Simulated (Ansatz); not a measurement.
Consider the germylene formation by 1,1-elimination: `N[BH][GeH]([OH])[F]` → `NBF` + `[OH][GeH]`.

Isolated molecules relaxed with PBE0-D4/def2-TZVP in Ansatz; ΔE leaves out vibrations. CCSD(T)/CBS adds triple-zeta CCSD(T) − MP2 to the extrapolated MP2 energy (def2 sets, frozen cores). This one scheme is used for every species. Functionals use def2-TZVPP. B3LYP here is the variant with VWN-RPA as its local correlation; programs differ in this. For Ge outer-core shells are correlated without core-valence functions, which leaves a few kJ/mol of doubt a bond. Scalar relativity is left out up to krypton. Each species was taken in one conformer, which may not be the lowest.

```json
{"level": "PBE-D4", "ΔE (kcal/mol)": "10.5", "difference from CCSD(T)/CBS": "-1.2"}
{"level": "r2SCAN-D4", "ΔE (kcal/mol)": "13.2", "difference from CCSD(T)/CBS": "1.5"}
{"level": "PBE0-D4", "ΔE (kcal/mol)": "12.8", "difference from CCSD(T)/CBS": "1.1"}
{"level": "B3LYP-D4", "ΔE (kcal/mol)": "7.1", "difference from CCSD(T)/CBS": "-4.6"}
{"level": "PBE", "ΔE (kcal/mol)": "8.6", "difference from CCSD(T)/CBS": "-3.1"}
{"level": "r2SCAN", "ΔE (kcal/mol)": "12.7", "difference from CCSD(T)/CBS": "1.0"}
{"level": "PBE0", "ΔE (kcal/mol)": "11.1", "difference from CCSD(T)/CBS": "-0.6"}
{"level": "HF/def2-TZVPP", "ΔE (kcal/mol)": "5.2", "difference from CCSD(T)/CBS": "-6.5"}
{"level": "MP2/def2-TZVPP", "ΔE (kcal/mol)": "15.2", "difference from CCSD(T)/CBS": "3.5"}
{"level": "SCS-MP2/def2-TZVPP", "ΔE (kcal/mol)": "12.8", "difference from CCSD(T)/CBS": "1.1"}
{"level": "CCSD/def2-TZVPP", "ΔE (kcal/mol)": "11.9", "difference from CCSD(T)/CBS": "0.2"}
{"level": "CCSD(T)/def2-TZVPP", "ΔE (kcal/mol)": "12.9", "difference from CCSD(T)/CBS": "1.2"}
{"level": "HF/def2-QZVPP", "ΔE (kcal/mol)": "4.9", "difference from CCSD(T)/CBS": "-6.8"}
{"level": "MP2/def2-QZVPP", "ΔE (kcal/mol)": "14.4", "difference from CCSD(T)/CBS": "2.7"}
{"level": "HF/CBS(def2)", "ΔE (kcal/mol)": "4.8", "difference from CCSD(T)/CBS": "-6.9"}
{"level": "CCSD/CBS(def2)", "ΔE (kcal/mol)": "10.7", "difference from CCSD(T)/CBS": "-1.0"}
{"level": "CCSD(T)/CBS", "ΔE (kcal/mol)": "11.7", "difference from CCSD(T)/CBS": "0"}
```

Largest T1 diagnostic among the species: 0.016.

In def2-TZVPP, CCSD(T) changes the Hartree–Fock value by +7.7 kcal/mol (the triples alone add +1.0 kcal/mol) and MP2 by +10.1 kcal/mol. The D4 term adds +3.1 kcal/mol with B3LYP and +1.7 kcal/mol with PBE0; it sums over pairs of atoms, weighted by their polarisabilities, and B3LYP, whose exchange is more repulsive, gets the larger term. From PBE to PBE0 (25 % exact exchange), in def2-TZVPP and without D4, ΔE moves by +2.5 kcal/mol.
